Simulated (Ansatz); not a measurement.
Geometry optimisation, RKS PBE-D4/def2-SVP in Ansatz.

Input:

```yaml
crystal:
  periodic: [false, false, false]
  atoms:
    - { symbol: W, position_ang: [0.0, 0.0, 0.0] }
    - { symbol: H, position_ang: [0.7888, 0.0, 1.7505] }
    - { symbol: O, position_ang: [1.9156, 0.0, 0.9539] }
    - { symbol: H, position_ang: [2.2528, -0.9519, 0.9343] }
    - { symbol: H, position_ang: [0.0, 1.72, 0.0] }
    - { symbol: H, position_ang: [-1.72, 0.0, 0.0] }
    - { symbol: Cl, position_ang: [0.0, -2.39, 0.0] }
    - { symbol: H, position_ang: [0.0, 0.0, -1.72] }
basis:
  gaussian: { orbitals: def2-SVP }
hamiltonian:
  xc: pbe
  dispersion: d4
relax:
  f_tol: 0.15
  max_steps: 25
  restrain:
    - { distance: [1, 2], at: 2.21, k: 30.0 }
    - { distance: [0, 1], at: 1.72, k: 30.0 }
    - { distance: [0, 2], at: 1.94, k: 30.0 }
```

Run as:

```bash
$ ansatz run input.yaml --threads 1 --pin off --max-ram 2048MiB --backend cpu --events-out ev --progress --plain --runs-dir out
```

Problem. Where does it end, and by what steps?

Solution. The forces met the threshold. The restraints hold the end off the free minimum; the threshold counts their pulls, which the force column leaves out. Restrained pairs: H2–O3 (1.38 → 2.21 Å), W1–H2 (1.92 → 1.71 Å), W1–O3 (2.14 → 1.92 Å). After 13 steps the energy has fallen by 5.231 eV (the restraints' own energy left out); H2 moved furthest, 1.14 Å.

```
step  energy less start (eV)  largest force component (eV/Å)  accepted
   0                  0.0000                           4.162       yes
   1                 -0.7009                           3.643       yes
   2                 -1.7251                           2.654       yes
   3                 -2.7372                           1.758       yes
   4                 -3.6816                           0.964       yes
   5                 -4.3845                           0.869       yes
   6                 -4.6263                           0.822       yes
   7                 -4.7057                           1.228       yes
   8                 -4.7541                           2.100       yes
   9                 -5.0554                           1.039       yes
  10                 -5.2097                           0.575       yes
  11                 -5.1821                           0.855        no
  12                 -5.2282                           0.575       yes
  13                 -5.2306                           0.592       yes
```

```xyz
8
Properties=species:S:1:pos:R:3
W 0.291 -0.320 0.099
H 0.002 0.742 1.401
O 1.960 -0.221 1.049
H 2.638 -0.714 0.527
H -0.455 1.161 -0.226
H -1.248 -0.184 0.750
Cl -0.488 -2.454 -0.243
H 0.537 0.368 -1.439
```

Time of the run: 67 s on 1 thread of Arm Neoverse V1, with other jobs on the host, peak memory 0.13 GiB.
